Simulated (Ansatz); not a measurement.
This geometry of C2H8BN + CH5N (19 atoms, charge 0, multiplicity 1) is a first-order saddle point.

These are results of Ansatz, RKS B3LYP-D4/6-31G*, not measurements.

```xyz
19
Properties=species:S:1:pos:R:3
B -0.038 -0.339 0.295
N -0.518 0.388 1.680
H -1.435 0.829 1.678
H 0.151 1.009 2.131
C 1.427 0.148 -0.160
H 1.848 -0.497 -0.943
H 1.383 1.161 -0.582
H 2.166 0.178 0.655
C -1.199 -0.276 -0.820
H -2.180 -0.612 -0.448
H -1.340 0.744 -1.205
H -0.958 -0.906 -1.688
N -0.052 -1.788 1.050
H -0.797 -2.391 0.706
C 1.173 -2.557 1.263
H 0.982 -3.435 1.892
H 1.622 -2.896 0.320
H 1.912 -1.931 1.773
H -0.440 -0.874 1.931
```

Problem. Which two structures does it join? (They come from a converged band through this point; their orientation in space is the band's.)

Solution. Bonds broken: B1–N2, N13–H19. Bonds formed: B1–N13, N2–H19. C2H8BN + CH5N becomes C3H10BN + H3N.

Initial state:

```xyz
19
Properties=species:S:1:pos:R:3
B -0.079 0.467 -0.015
N -0.258 0.877 1.323
H -1.163 1.099 1.717
H 0.511 1.075 1.949
C 1.387 0.221 -0.562
H 1.494 -0.827 -0.872
H 1.581 0.827 -1.459
H 2.183 0.439 0.163
C -1.350 0.220 -0.927
H -1.431 -0.856 -1.136
H -2.298 0.542 -0.477
H -1.255 0.717 -1.902
N -0.141 -2.498 1.208
H -0.837 -3.169 1.529
C 1.171 -2.831 1.765
H 1.499 -3.802 1.373
H 1.899 -2.083 1.430
H 1.223 -2.881 2.868
H -0.432 -1.584 1.551
```

Final state:

```xyz
19
Properties=species:S:1:pos:R:3
B 0.106 -0.883 -0.331
N -0.481 0.984 2.286
H -1.404 1.129 2.694
H 0.188 1.125 3.043
C 1.495 -0.195 -0.682
H 2.192 -0.903 -1.153
H 1.372 0.647 -1.372
H 1.999 0.195 0.212
C -1.241 -0.405 -1.013
H -2.124 -1.009 -0.763
H -1.446 0.629 -0.704
H -1.149 -0.384 -2.107
N 0.043 -1.925 0.619
H -0.854 -2.369 0.779
C 1.135 -2.548 1.350
H 1.269 -3.601 1.064
H 2.066 -2.021 1.134
H 0.971 -2.513 2.435
H -0.428 -0.002 2.033
```

Problem. How far does it lie above each of them?

Solution. 71.5 kJ/mol above the first and 73.8 kJ/mol above the second. This is the barrier of this one path; another mechanism may lie lower. The orbitals stay closed-shell, which can raise the energy where a bond breaks towards radicals; this wasn't checked here.

Time of the run: 4.5 min on 4 threads of Arm Neoverse V2 (shared host), peak memory 0.31 GiB.
